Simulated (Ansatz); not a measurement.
Conformers of C3H9B (SMILES BCCC), B3LYP-D3(BJ)/def2-TZVP minima from an xTB search, which can miss the lowest.
Conformer 1 (charge 0, multiplicity 1, Z-matrix in Å and degrees):
```
C
H 1 1.0940
H 1 1.0940 2 106.43
C 1 1.5266 2 109.35 3 117.94
H 4 1.0914 1 111.66 2 -58.55
H 4 1.0931 5 107.79 1 122.14
H 4 1.0933 5 107.71 6 115.83
C 1 1.5314 2 109.21 3 -119.02
H 8 1.0968 1 111.01 2 177.23
H 8 1.1075 9 103.17 1 117.75
B 8 1.5511 9 111.53 10 108.38
H 11 1.1942 8 120.33 9 -36.78
H 11 1.1958 12 118.28 8 176.32
```
Conformer 2 (charge 0, multiplicity 1):
```xyz
13

B     -2.11564     0.37875    -0.54374
C     -0.72040    -0.29235    -0.65973
C      0.48067     0.41375    -0.02610
C      1.79464    -0.34060    -0.20740
H     -3.07061    -0.15429    -1.02446
H     -2.27204     1.42387     0.01502
H     -0.53830    -0.47209    -1.73209
H     -0.81748    -1.31628    -0.26362
H      0.57279     1.41701    -0.45284
H      0.28785     0.56141     1.04075
H      1.74016    -1.33584     0.24134
H      2.63022     0.18840     0.25518
H      2.02813    -0.47173    -1.26718
```

Correlated levels freeze the cores. MP2 and its Hartree–Fock in cc-pVQZ are density fitted.

Codes used: Ansatz (a quantum-chemistry and plane-wave program) with Gaussian orbitals. Values without a source in brackets are computed.

The energy of conformer 2 above conformer 1 is E(conformer 2) − E(conformer 1). Total energies (hartree):

| level | conformer 2 | conformer 1 |
|---|---|---|
| HF/cc-pVTZ | -143.5591440 | -143.5586446 |
| MP2/cc-pVTZ | -144.1949992 | -144.1952909 |
| HF/cc-pVQZ | -143.5682609 | -143.5677567 |
| MP2/cc-pVQZ | -144.2428946 | -144.2431547 |
| MP2/cc-pVDZ | -144.0384489 | -144.0387260 |
| CCSD(T)/cc-pVDZ | -144.1168512 | -144.1170084 |

Work out the energy of conformer 2 above conformer 1 at the basis-set limit: extrapolate the MP2 correlation part as X⁻³, take Hartree–Fock from the larger set, and add the CCSD(T) − MP2 difference of cc-pVDZ.


1. Differences (1 hartree = 627.509 kcal/mol): HF/cc-pVTZ -0.313; MP2/cc-pVTZ 0.183; HF/cc-pVQZ -0.316; MP2/cc-pVQZ 0.163; MP2/cc-pVDZ 0.174; CCSD(T)/cc-pVDZ 0.099.
2. Correlation parts, MP2 less HF: 0.496 in cc-pVTZ (X = 3), 0.480 in cc-pVQZ (X = 4).
3. Limit (4³·(0.480) − 3³·(0.496))/(4³ − 3³) = 0.467; with HF/cc-pVQZ it gives 0.151.
4. CCSD(T) less MP2 in cc-pVDZ: -0.075.
Result: 0.08 kcal/mol, against 0.18 at MP2/cc-pVTZ. It is an estimate of this method's limit, not of the exact value.
